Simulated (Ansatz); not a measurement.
Basis-set extrapolation for CH₄AlPS₂ (PBE0-D4/def2-TZVP geometry, frozen core, Ansatz 0.2.0). Multiplicity 1, RHF reference.

```csv
,def2-TZVPP,def2-QZVPP
HF,-1418.015369,-1418.055822
MP2 correlation,-0.742576,-0.803396
CCSD(T) correlation,-0.839715,not run
```

Energies in hartree. Use E(X) = E(∞) + A·exp(−7.88·√X) for Hartree–Fock and E(X) = E(∞) + B·X^(−2.97) for correlation, with X = 3 and 4, and add CCSD(T) minus MP2 of the smaller set to the MP2 limit.

Problem. What is the CCSD(T) energy at the basis-set limit?

Solution. HF limit: -1418.055822 + (-0.040453) × 0.13774 = -1418.06139. MP2 limit: -0.803396 + (-0.060820) × 0.74074 = -0.84845. Higher-order term: -0.839715 − (-0.742576) = -0.09714. Total: -1419.00698 hartree, 398.8 kJ/mol below CCSD(T)/def2-TZVPP.
